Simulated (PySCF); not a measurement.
**Electron correlation in He (helium, neutral)**

1s1 2s1, high-spin 3S determinant (an excited configuration). Computed with PySCF 2.14 in dyall-av3z (10s3p2d, 29 functions), with no relativity, point nucleus. Frozen: nothing; 2 electrons correlated; the 4 highest virtual orbitals of each spin left out.

Total MP2 correlation energy: -0.72 mhartree.

Same-spin part -0.72 and opposite-spin part 0.00 mhartree; SCS-MP2 scales them by 1/3 and 6/5 to -0.24 mhartree.
